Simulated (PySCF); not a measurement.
**Structure revision by computed shifts**

A compound C$_{5}$H$_{8}$FNSi$_{2}$ gives the data below (simulated from a calculation) and was assigned the structure `N#C[C@@H]1[SiH2]C=C[SiH2][C@H]1F`.

$^{13}$C{$^{1}$H} NMR (computed): δ 110.1 (C), 100.0 (CH), 87.7 (C), 84.9 (C), 5.6 (CH3).

$^{1}$H NMR (400 MHz, computed): δ 4.76 (s, 3H), 2.10 (s, 3H), 1.91 (s, 1H), 0.42 (br s, 1H).

Theory: shieldings: GIAO PBE0/pcSseg-1, structure optimised with GFN2-xTB, in PySCF 2.14 (no solvent, one computed conformer, non-relativistic, one averaged value for each set of equivalent atoms).

References, each an isolated molecule treated in the same way: TMS for $^{1}$H (σref 31.72), $^{13}$C (σref 186.93).

**Question.** Compare with the shifts computed for the proposed structure, pairing carbons in order of shift.

**Answer.** Atom-mapped SMILES (the numbers label the heavy atoms): `[N:1]#[C:2][C@@H:3]1[SiH2:4][CH:5]=[CH:6][SiH2:7][C@H:8]1[F:9]`. Each H is labelled by its parent atom.

```csv
atom,computed for proposal,given list,difference
C6,152.7,110.1,+42.6
C5,151.0,100.0,+51.0
C2,122.7,87.7,+35.0
C8,86.6,84.9,+1.7
C3,16.1,5.6,+10.5
```

The rms difference is 33.9 ppm and the largest +51.0 ppm at C5 (alkene CH). The carbon types in order of shift don't match either: CH, CH, C, CH, CH for the proposal against C, CH, C, C, CH3 in the data. The proposal doesn't fit.

**Question.** Which isomer fits?

**Answer.** SMILES C#C[Si@](F)(C#CC)N[SiH3].

1. Carbon types of the structure: 3 × C, 1 × CH, 1 × CH3, leaving 4 H on heteroatoms.
2. δC 110.1, 87.7, 84.9: alkyne carbon.
3. δC 100.0: terminal alkyne carbon; sp carbons lie upfield of alkene carbons because the cylindrical π system leaves one tensor component strongly shielded.
4. δC 5.6: propargylic methyl carbon; saturated and bonded to C and H only.
5. δH 1.91: hydrogen on a terminal alkyne carbon; it lies on the axis of the triple bond, in its shielding cone.

Other isomers checked: C=C/C([SiH2]F)=C(/[SiH3])C#N (rms 69.1 ppm).

This is the structure that produced the data.

OH and NH positions are those of a molecule without intermolecular hydrogen bonds; in solution they move with solvent, concentration and temperature, and exchange usually removes their couplings. Splittings by $^{19}$F in the carbon and heteronuclear signals aren't shown, as no couplings were computed. Shifts are as computed. Against solution values, carbons near 30 ppm lie about +3 ppm off and those near 130 ppm about +5 ppm. Of 1309 compounds with measured shifts, 239 miss one by over three times the rms of a fit or turn the order of signals round; such compounds aren't used in these exercises. Multiplicities follow the n + 1 count of equivalent neighbours, as no J values were calculated; m marks all less simple cases, F and P coupling included.
